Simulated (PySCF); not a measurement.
## How methods differ on the interval between two levels of Mn⁺

Mn⁺ [Ar] 3d5 4s1 [7S3, M_J = 3] → Mn⁺ [Ar] 3d4 4s2 [5D4, M_J = 4], as a difference of total energies. Calculation: PySCF 2.14, in x2c-TZVPall-2c with one added diffuse shell each of s, p, d type (7s8p5d1f, 63 functions); the two-component X2C-1e Hamiltonian. Correlated levels: [Ne] frozen; the 6 highest virtual spinors dropped. "Screened" scales the spin-orbit matrix elements by Boettger's factors to mimic the two-electron term; Breit and QED terms are absent.

| method | interval between two levels (cm⁻¹) |
| --- | --- |
| GHF (spin-free) | 58154 |
| GMP2 (spin-free) | 57083 |
| GHF (screened spin-orbit) | 58533 |
| GMP2 (screened spin-orbit) | 57452 |

The labels give the starting determinants; with spin-orbit coupling the two ends relaxed to ⟨J²⟩ = 12.00, ⟨L²⟩ = 0.00, ⟨S²⟩ = 12.00 and ⟨J²⟩ = 20.31, ⟨L²⟩ = 6.27, ⟨S²⟩ = 6.00.

The determinant of the upper state mixes levels of different J (the jj label is only the starting occupation), so the difference between spin-free and spin-orbit rows is not the physical spin-orbit shift.
